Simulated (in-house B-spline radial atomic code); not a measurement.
A fraction x of an electron is removed from 3d in As, starting from [Ar] 3d10 4s2 4p3 and keeping the highest spin. Level of theory: scalar-relativistic (X2C) RPBE, spin-polarised, spherical fractional occupations, Fermi nucleus of rms radius 4.0968 fm; calculated with a radial B-spline atomic code at the basis-set limit.

```tsv
x	E(x) - E(0) (eV)	3d down level (eV)
0	0.0000	-40.052
0.04	1.6169	-40.792
0.13	?	?
0.33	14.2440	-46.344
0.44	?	?
0.5	22.4099	-49.741
0.52	23.4087	-50.147
0.64	29.5737	-52.611
0.8	38.2591	-55.969
0.88	42.8048	-57.677
1	49.8815	-60.276
```

**Question.** What belongs in the row x = 0.13?

**Answer.** An energy change of 5.3639 eV; 3d down at -42.481 eV.

**Question.** What belongs in the row x = 0.44?

**Answer.** An energy change of 19.4618 eV; 3d down at -48.531 eV.

**Question.** Check Janak's theorem between x = 0.5 and 0.52.

**Answer.** The slope of the energy is 49.94 eV; the orbital levels give 49.94 eV (-ε of the emptying orbital, averaged over the two points).
